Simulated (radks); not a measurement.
S XV, 2 electrons, occupied as [He].

All-electron calculation, Dirac Kohn-Sham, PBE, spin-unpolarised, spherical densities, finite nucleus; Fermi nuclear charge, rms radius 3.2611 fm. Program: a radial shooting solver on a logarithmic mesh with Libxc functionals.

Energy parts (eV):
part                      energy
total                  -6715.657
kinetic                 6759.946
electron-nucleus      -13746.509
Hartree                  534.061
exchange-correlation    -263.154

Orbitals (lengths in bohr, moments of r in powers of bohr; <r^-3> diverges for s and p1/2; r(max) is where P^2 peaks):
orbital,occ.,eigenvalue (eV),<r^-3>,<1/r>,r(max)
1s1/2,2,-3126.992,-,15.79,0.06302
2p1/2,0,-703.9723,-,3.714,0.2696
2p3/2,0,-701.7016,136.8,3.691,0.2708

The highest occupied level is 1s1/2 at -3127.0 eV. Summed over all electrons, <r^2> = 0.02459 bohr^2, which gives a Langevin (diamagnetic) susceptibility term of -0.0195 x 10^-6 cm^3/mol.
